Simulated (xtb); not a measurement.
InH₂F, SMILES [F][InH2]. All values are semi-empirical tight-binding results from xtb (GFN2-xTB unless named), good for trends rather than for accurate numbers. Geometry: GFN2-xTB.

Optimised geometry:

Bond lengths (Å): In1–H2 1.694, In1–H3 1.694, In1–F4 1.945. Bond angles (°): H2–In1–H3 131.1, H2–In1–F4 114.4, H3–In1–F4 114.4.
Charge 0, spin multiplicity 1.

For metal compounds this method's bond lengths and energies can be far off.

- point group as xtb finds it: C2v
- orbital gap: 4.35 eV
- zero-point energy: 6.9 kcal/mol
- G − E(el) at 298.15 K (modified RRHO): -9.3 kcal/mol

Computed atomic charges and the Wiberg bond orders between heavy atoms:
charges (e) In1 0.33, H2 0.00, H3 0.00, F4 -0.33. Bond orders In1–F4 1.03.
